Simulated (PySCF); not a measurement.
# Pb+: ionisation energy

Pb+ [Xe] 4f14 5d10 6s2 6p1 (2P) → Pb(2+) [Xe] 4f14 5d10 6s2 (1S), as a difference of total energies. Computed with PySCF 2.14 in cc-pVTZ-PP with ECP60MDF, with a scalar-relativistic core potential. Correlated levels: valence: 5s2 5p6 5d10 frozen. The calculations carry no spin-orbit coupling.

Problem. Order these methods by the ionisation energy they give, lowest first.
A. SCS-MP2 (valence)
B. r2SCAN
C. B3LYP
D. B2PLYP

Solution. A (13.354 eV), D (13.604 eV), B (13.787 eV), C (13.808 eV).

Errors of the correlated levels include the incompleteness of this basis and the frozen core.

For comparison: 13.869 eV (measured; NIST levels, between the centres of gravity of the two terms).
